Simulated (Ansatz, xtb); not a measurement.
## A geometry optimisation of BCl2FH2Si with r2SCAN-D4/def2-SVP

The starting geometry of this gas-phase singlet was built from a drawn formula by distance geometry and a force field; its bonds are those of `F[B-]([SiH2+])(Cl)Cl`.

```yaml
atoms:
  - { symbol: B, position_ang: [-0.1342, 0.5646, 0.9746] }
  - { symbol: Cl, position_ang: [-0.6976, -0.0236, 2.6652] }
  - { symbol: Cl, position_ang: [0.1230, 2.3571, 1.0580] }
  - { symbol: F, position_ang: [-1.1697, 0.2461, -0.0199] }
  - { symbol: Si, position_ang: [1.5179, -0.3185, 0.4479] }
  - { symbol: H, position_ang: [2.1641, -0.0442, -0.8181] }
  - { symbol: H, position_ang: [2.1567, -1.3175, 1.4000] }
```

Where would you expect an optimisation with r2SCAN-D4/def2-SVP to take it?

It rearranges to `FB(Cl)[SiH2]Cl`. Distances that change by over a tenth: B1–F4 (1.47 → 1.32 Å). Contacts that open: B1–Cl3 (1.81 → 3.36 Å). Contacts that close: Cl3–Si5 (3.08 → 2.07 Å).

The energy falls by 2.34 eV over 44 steps:

```json
{"step": "1", "E − E(last) (eV)": "2.338"}
{"step": "6", "E − E(last) (eV)": "0.930"}
{"step": "11", "E − E(last) (eV)": "0.051"}
{"step": "15", "E − E(last) (eV)": "0.027"}
{"step": "20", "E − E(last) (eV)": "0.022"}
{"step": "25", "E − E(last) (eV)": "0.016"}
{"step": "30", "E − E(last) (eV)": "0.006"}
{"step": "34", "E − E(last) (eV)": "0.003"}
{"step": "39", "E − E(last) (eV)": "0.000"}
{"step": "44", "E − E(last) (eV)": "0.000"}
```

Final geometry (Å):

```
atom    x (Å)    y (Å)    z (Å)
   B  -0.5721  -0.0828   0.9882
  Cl  -1.4499   0.8602   2.1788
  Cl   2.0854   1.8552   1.6686
   F  -1.2232  -1.0506   0.3647
  Si   1.3805   0.2579   0.5485
   H   1.5398   0.5749  -0.9013
   H   2.1995  -0.9506   0.8601
```

From the same start GFN2-xTB reaches the same bonding as this run.

The end wasn't checked by frequencies. Run with Ansatz 0.2.0, 2.7 min on 1 thread of Intel(R) Xeon(R) Platinum 8259CL CPU @ 2.50GHz (Skylake/Cascade Lake), on a shared host.
